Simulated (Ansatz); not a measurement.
```yaml
crystal:
  periodic: [false, false, false]
  atoms:
    - {symbol: B, position_ang: [-1.759732, 0.611913, -2.990344]}
    - {symbol: B, position_ang: [-1.733228, 0.593153, 1.737500]}
    - {symbol: B, position_ang: [0.614568, -1.754900, -2.993829]}
    - {symbol: B, position_ang: [0.601182, -1.732908, 1.736430]}
    - {symbol: B, position_ang: [0.528228, 0.529443, -0.571038]}
    - {symbol: B, position_ang: [0.659552, 0.659285, 4.067849]}
    - {symbol: P, position_ang: [-0.599906, -0.597454, -3.983612]}
    - {symbol: P, position_ang: [-0.540384, -0.543666, 0.678080]}
    - {symbol: P, position_ang: [-0.646515, 1.581757, -1.722865]}
    - {symbol: P, position_ang: [-0.602092, 1.624401, 2.940511]}
    - {symbol: P, position_ang: [1.582512, -0.640817, -1.725634]}
    - {symbol: P, position_ang: [1.628621, -0.598825, 2.939937]}
    - {symbol: H, position_ang: [-2.492458, -0.092411, -2.318688]}
    - {symbol: H, position_ang: [-2.336101, 1.379900, -3.733715]}
    - {symbol: H, position_ang: [-2.398387, -0.139567, 2.447887]}
    - {symbol: H, position_ang: [-2.396845, 1.334993, 1.034686]}
    - {symbol: H, position_ang: [-0.086542, -2.491075, -2.322562]}
    - {symbol: H, position_ang: [1.383474, -2.327540, -3.739139]}
    - {symbol: H, position_ang: [-0.128922, -2.401251, 2.446534]}
    - {symbol: H, position_ang: [1.345328, -2.393295, 1.033001]}
    - {symbol: H, position_ang: [1.264474, 1.267028, 0.058657]}
    - {symbol: H, position_ang: [-0.026345, -0.029029, 4.804232]}
    - {symbol: H, position_ang: [1.415251, 1.417344, 4.644028]}
    - {symbol: H, position_ang: [-1.407356, -1.406290, -4.819826]}
    - {symbol: H, position_ang: [0.116295, 0.122539, -4.978010]}
    - {symbol: H, position_ang: [-1.370594, -1.376492, -0.116906]}
    - {symbol: H, position_ang: [-1.457408, 2.405808, -0.907076]}
    - {symbol: H, position_ang: [0.130367, 2.573207, -2.381957]}
    - {symbol: H, position_ang: [-1.422195, 2.417923, 3.781373]}
    - {symbol: H, position_ang: [0.063009, 2.664603, 2.235322]}
    - {symbol: H, position_ang: [2.409482, -1.450718, -0.911819]}
    - {symbol: H, position_ang: [2.571255, 0.139684, -2.384509]}
    - {symbol: H, position_ang: [2.424787, -1.416704, 3.780464]}
    - {symbol: H, position_ang: [2.666657, 0.069953, 2.235050]}
basis:
  gaussian: {orbitals: def2-mTZVP}
total_charge: -1
magnetization: {spin_polarized: false, initial_magnetization: 1}
hamiltonian: {xc: {name: LC-wPBE}}
```

```sh
$ ansatz run in.yaml --threads 4 --pin off --events-out ev --progress --plain --max-ram 6963MiB
```

It prints (some lines left out):

```
Functional definition: LC-wPBE
3338 factors; their error is unknown
1258 factors; integrals over basis functions are off by at most 7.0e-6 eV
mean field evaluation 1: about -60127.8510 eV, gradient 3.7e1 eV
mean field evaluation 2: about -60132.2440 eV, gradient 1.8e1 eV
mean field evaluation 4: about -60133.4812 eV, gradient 2.7e0 eV
mean field evaluation 8: about -60133.5508 eV, gradient 1.4e-1 eV
mean field evaluation 16: about -60133.4676 eV, gradient 1.0e-3 eV
mean field evaluation 32: about -59778.6144 eV, gradient 3.4e2 eV
mean field evaluation 64: about -60133.3256 eV, gradient 2.9e0 eV
mean field -60133.46759334 eV, -2209.8641741271 hartree, gradient 4.5e-5 eV, S^2 0.750000; 6 other end points of the search recorded, 0 dependent functions left out
reference -60133.46759336 eV, -2209.8641741277 hartree; 72, 71 occupied and 240, 241 virtual orbitals, 3338 factors
Total energy: -60133.46759336 eV, -2209.8641741277 hartree
```

It took 75 s on 4 threads of Arm Neoverse V1 on a shared host, peak host memory 1.9 GiB.

LC-ωPBE has ω = 0.4 bohr⁻¹. The highest occupied level of an anion often lies above zero with these methods, and sets without diffuse functions describe the outer electron poorly.

With spin_polarized false and unpaired electrons the run is restricted open-shell.
